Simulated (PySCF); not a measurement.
Run record: geometry optimisation, `C#[C][GeH3]`.

Method: PBE0-D3(BJ)/def2-SVP geometry optimisation, gas phase (PySCF 2.14.0). Start geometry: GFN2-xTB. The input is one job of a driver script: a line of settings, then coordinates in Å.

Input:
```
{"job": {"xc": "PBE0", "basis": "def2-SVP", "d3": "d3bj", "grid": 1, "maxiter": 30, "shake": 0.01, "kind": "geom"}, "charge": 0, "multiplicity": 1}
C      2.000780    -0.275780    -0.001760
C      0.781240    -0.103960    -0.006910
Ge    -1.108490     0.136880    -0.011270
H      3.058220    -0.381440    -0.010820
H     -1.703870    -0.856620    -0.945550
H     -1.402790     1.531010    -0.454540
H     -1.591140    -0.079180     1.380920
```

Output:
```
step   0  E = -2154.85597835  max force = 0.040868
step   1  E = -2154.85705477  max force = 0.014864
step   2  E = -2154.85773631  max force = 0.007371
step   3  E = -2154.85847566  max force = 0.008522
step   4  E = -2154.85876082  max force = 0.004224
step   5  E = -2154.85880917  max force = 0.000770
step   6  E = -2154.85881940  max force = 0.000429
optimisation converged
```

Energies in Eh; «max force» is the largest Cartesian gradient component in Eh/bohr.

**Question.** Give the first gradient maximum in eV/Å.

**Answer.** With 1 Eh/bohr = 51.422 eV/Å, 2.102 eV/Å.

In short: final energy -2154.85882 Eh after 6 steps; dipole 0.01 D.

**Question.** Where do the atoms end?

**Answer.** 0.030 Å rms from the input after alignment:
```
atom  x, y, z in Å
C1     2.0149   -0.1018   -0.0639
C2     0.8010   -0.0432   -0.0290
Ge3   -1.0970    0.0478    0.0246
H4     3.0892   -0.1472   -0.0967
H5    -1.6707   -1.0128   -0.9263
H6    -1.5362    1.4504   -0.4209
H7    -1.5660   -0.2217    1.4619
```

Time: 25 s; peak memory 0.34 GiB. Hardware: AMD EPYC 7571, one thread (shared host).
Labels such as C1 count atoms from 1, the log's own numbers from 0.
